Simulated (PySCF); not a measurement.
Excitations are Tamm–Dancoff values on a coarser integration grid. The basis has no diffuse functions, so Rydberg states are missing or too high.

Species: Cl3In, SMILES `[Cl][In]([Cl])[Cl]` (charge 0, multiplicity 1).

Question: Predict the LUMO, T1 excitation (TDA) and HOMO from r2SCAN-D4/def2-TZVP in PySCF.

Answer: 
LUMO: -3.63 eV
T1 excitation (TDA): 4.53 eV
HOMO: -8.40 eV
